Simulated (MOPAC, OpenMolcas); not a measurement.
BGeH5 (SMILES [BH2][GeH3]): the dipole moment, rung by rung

The species is BGeH5 (7 atoms), meant as a singlet with charge 0. As SMILES, `[BH2][GeH3]`. The shape is that of a PBE0-D4/def2-TZVP optimisation.

Quantity: the dipole moment, in D. The values are calculated.

| level | kind | program | value (D) | CPU time |
| --- | --- | --- | --- | --- |
| AM1 | semi-empirical | MOPAC | 0.62 | under 2 s |
| PM7 | semi-empirical | MOPAC | 0.16 | under 2 s |
| HF/aug-cc-pVDZ | Hartree–Fock | OpenMolcas | 0.65 | 24 s |
| SVWN5/aug-cc-pVDZ | LDA | OpenMolcas | 0.32 | 48 s |
| BLYP/aug-cc-pVDZ | GGA | OpenMolcas | 0.42 | 63 s |
| M06-L/aug-cc-pVDZ | meta-GGA | OpenMolcas | 0.34 | 81 s |
| r2SCAN/aug-cc-pVDZ | meta-GGA | OpenMolcas | 0.44 | 74 s |
| B3LYP/aug-cc-pVDZ | global hybrid | OpenMolcas | 0.49 | 59 s |

All-electron rows without a relativistic Hamiltonian named are non-relativistic. The values span 0.16 to 0.65 D. Magnitudes only: a small dipole may point the other way at some levels. Times are those of the runs behind each value, whatever else they computed, on shared processors of several kinds: orders of magnitude only.
